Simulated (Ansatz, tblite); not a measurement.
Cost and result up the ladder for B9N9H24, a nanocrystal cut from wurtzite BN (hydrogen-capped) (42 atoms). Charge 0, multiplicity 1. Geometry: PBE-D4/def2-SVP.

```csv
atom,x (Å),y (Å),z (Å)
B1,2.145,1.179,-1.947
N2,1.411,2.417,-1.215
N3,1.443,-0.108,-1.344
B4,1.690,-0.227,0.204
B5,0.286,1.978,-0.187
N6,0.939,1.030,0.881
N7,0.999,-1.516,0.777
B8,1.250,-1.663,2.335
B9,-0.154,0.582,1.914
N10,0.532,-0.369,2.982
B11,-0.086,-0.151,-1.709
N12,-0.767,1.103,-0.957
N13,-0.760,-1.442,-1.116
B14,-0.534,-1.574,0.434
B15,-1.896,0.656,0.038
N16,-1.198,-0.264,1.102
B17,-2.299,-1.513,-1.485
N18,-2.946,-0.221,-0.764
H19,3.340,1.198,-1.656
H20,1.943,1.258,-3.158
H21,2.103,3.000,-0.725
H22,0.999,3.048,-1.914
H23,1.914,-0.894,-1.812
H24,2.890,-0.212,0.464
H25,-0.221,2.974,0.323
H26,1.636,1.583,1.394
H27,1.457,-2.342,0.370
H28,2.453,-1.616,2.588
H29,0.705,-2.677,2.770
H30,-0.674,1.539,2.485
H31,1.210,0.176,3.529
H32,-0.173,-0.662,3.671
H33,-0.255,-0.079,-2.922
H34,-1.204,1.704,-1.665
H35,-0.352,-2.266,-1.577
H36,-1.049,-2.598,0.872
H37,-2.466,1.615,0.555
H38,-1.922,-0.571,1.762
H39,-2.460,-1.410,-2.700
H40,-2.813,-2.527,-1.015
H41,-3.418,0.373,-1.458
H42,-3.698,-0.510,-0.126
```

Ansatz on 2 threads of AMD EPYC 7R13 on a shared host and a share (18 GiB) of an NVIDIA H100 80GB HBM3; xTB runs through tblite on one thread. Times are rough, summed over both states, and most runs start from the orbitals of an earlier one. PBE0-D4/def2-TZVP serves as the yardstick here, not as an exact answer. The other state is a doublet.

The xTB rows come from tblite. LC-ωPBE has ω = 0.4 bohr⁻¹. Single mean-field runs in def2-TZVP are fitted with def2-universal-jkfit.

Run but left out: PBE-D4/def2-TZVP (charge +1 doublet: an occupied level 0.09 eV above an empty one).

Raw xTB energies of ions are shifted by several eV.

```json
{"level": "GFN1-xTB", "functions": "120", "vertical IE (eV)": "12.57", "difference from PBE0-D4/def2-TZVP (eV)": "3.64"}
{"level": "GFN2-xTB", "functions": "96", "vertical IE (eV)": "11.65", "difference from PBE0-D4/def2-TZVP (eV)": "2.71"}
{"level": "LC-ωPBE/def2-TZVP (with forces)", "functions": "702", "vertical IE (eV)": "9.77", "difference from PBE0-D4/def2-TZVP (eV)": "0.83"}
{"level": "PBE0-D4/def2-TZVP", "functions": "702", "vertical IE (eV)": "8.94", "difference from PBE0-D4/def2-TZVP (eV)": "0.00"}
```

Problem. Estimate how long each takes.

Solution. GFN2-xTB 0.096 s; GFN1-xTB 0.15 s; LC-ωPBE/def2-TZVP (with forces) 35 s; PBE0-D4/def2-TZVP 36 s. On shared hardware such times vary by a factor of up to 3.
